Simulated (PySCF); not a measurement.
Run record: geometry optimisation, `[CH3][GaH2-][AsH3+]`.

Method: PBE0-D3(BJ)/def2-SVP geometry optimisation, gas phase (PySCF 2.14.0). Start geometry: GFN2-xTB. The input is one job of a driver script: a line of settings, then coordinates in Å.

Command:
```bash
OMP_NUM_THREADS=1 python probes_run.py task.json out
```

Input:
```
{"job": {"xc": "PBE0", "basis": "def2-SVP", "d3": "d3bj", "grid": 1, "shake": 0.01, "kind": "geom"}, "charge": 0, "multiplicity": 1}
C     -1.909390     0.511680     0.154800
Ga    -0.661470    -0.908950    -0.449860
As     1.851790     0.286690    -0.141780
H     -2.928510     0.349700    -0.165320
H     -1.645080     1.502490    -0.276930
H     -1.937190     0.637550     1.240350
H     -0.427170    -1.305030    -1.951810
H     -0.074330    -1.985480     0.548380
H      1.948690     0.552900     1.353600
H      2.790710    -0.871750     0.026620
H      3.030050     1.204380    -0.353710
```

**Question.** Give the output.

**Answer.** 
```
step   0  E = -4202.48071078  max force = 0.015174
step   1  E = -4202.48695586  max force = 0.005650
step   2  E = -4202.48767100  max force = 0.003946
step   3  E = -4202.48853133  max force = 0.002904
step   4  E = -4202.48912992  max force = 0.003121
step   5  E = -4202.48949419  max force = 0.002722
step   6  E = -4202.48974099  max force = 0.002718
step   7  E = -4202.48986805  max force = 0.001496
step   8  E = -4202.48993724  max force = 0.000948
step   9  E = -4202.48996929  max force = 0.000665
step  10  E = -4202.48998674  max force = 0.000441
step  11  E = -4202.49000112  max force = 0.000487
step  12  E = -4202.49002284  max force = 0.000569
step  13  E = -4202.49004524  max force = 0.000700
step  14  E = -4202.49006943  max force = 0.000697
step  15  E = -4202.49008381  max force = 0.000448
optimisation converged
```

Energies in Eh; «max force» is the largest Cartesian gradient component in Eh/bohr.

**Question.** How much energy does the optimisation release, in kcal/mol?

**Answer.** E(step 0) − E(last step) = 0.009373 Eh, which is 5.9 kcal/mol.

**Question.** Give the first gradient maximum in eV/Å.

**Answer.** With 1 Eh/bohr = 51.422 eV/Å, 0.780 eV/Å.

In short: final energy -4202.49008 Eh after 15 steps; dipole 3.42 D.

**Question.** Give the final coordinates.

**Answer.** 0.352 Å rms from the input after alignment:
```
atom  x, y, z in Å
C1    -1.7888    0.5119    0.0828
Ga2   -0.5778   -0.9696   -0.4417
As3    1.7811    0.1268    0.1818
H4    -2.8306    0.2093   -0.1151
H5    -1.6003    1.4262   -0.5008
H6    -1.7164    0.7558    1.1537
H7    -0.2232   -1.1754   -1.9698
H8    -0.3931   -2.2034    0.5325
H9     2.1013    0.5357    1.6032
H10    3.0511   -0.6556   -0.0674
H11    2.2355    1.4131   -0.4748
```

**Question.** Estimate the wall time. Hardware: one thread of an AMD EPYC 7R43, on a shared host. And the peak memory of the process?

**Answer.** About 85 s, with 0.49 GiB resident at the peak, the Python interpreter and its libraries included.
Labels such as C1 count atoms from 1, the log's own numbers from 0.
